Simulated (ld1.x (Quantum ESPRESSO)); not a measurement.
**What one change does to a pseudopotential (Cd, TM)**

ld1.x (Quantum ESPRESSO) 7.5 input, shortened:

```
&input
   title='Cd', zed=48., rel=1, dft='PBESOL', iswitch=3,
   config='[Kr] 4d9 5s0 5p0'
 /
 &inputp
   pseudotype=2, tm=.true., lloc=1,
   nlcc=.false.
 /
3
5S  1  0   0.00   0.00  2.00  2.00  0.0
4D  3  2   9.00   0.00  1.05  1.05  0.0
4P  2  1   6.00   0.00  1.60  1.60  0.0
 &test
   configts(1)='4p6 4d9 5s0 5p0'
 /
```

Change: all radii scaled by about 1.38 (s 2.76, p 2.22, d 1.46 bohr).

Cutoffs: the cutoffs (Ry, on a coarse ladder) from which the occupation-weighted sum of valence levels, in a spherical-Bessel basis at the reference potential, stays within 10 and 1 mRy of its value at 400 Ry; they do not see the model core or the augmentation charge, which bear on the density cutoff. Errors are all-electron minus pseudo energies relative to the spin-unpolarised reference configuration.

Question: How do hardness, ghosts and transferability respond?

Answer: The potential gets neither clearly harder nor softer (90 Ry and 120 Ry → 80 Ry and 120 Ry); both files keep a bound ghost (s); of the 7 tests that both files solve, the error grows in 0 and shrinks in 7 by more than 15 % and 0.3 meV (median size 101.5 → 47.9 meV). That the errors move this way runs against the usual rule that smaller radii transfer better.

```tsv
quantity	base	changed
cutoff, loose	90 Ry	80 Ry
cutoff, tight	120 Ry	120 Ry
bound ghosts	s	s
error for 4p6 4d10 5s2 5p0, meV [ΔE -64.40 eV]	+101	-48
error for 4p6 4d10 5s1 5p0, meV [ΔE -55.09 eV]	+72	-32
error for 4p6 4d10 5s0 5p0, meV [ΔE -38.00 eV]	+21	-12
error for 4p6 4d10 5s1.5 5p0, meV [ΔE -60.67 eV]	+89	-41
error for 4p6 4d10 5s0 5p1, meV [ΔE -49.25 eV]	+316	-177
error for 4p6 4d9 5s2 5p1, meV [ΔE -51.76 eV]	+257	-155
error for 4p5 4d10 5s2 5p0, meV [ΔE 9.73 eV]	-190	-146
```

 A true bound ghost makes a file unfit for plane-wave use even where its test errors are small: the radial tests pick states by their node count and pass the ghost by.
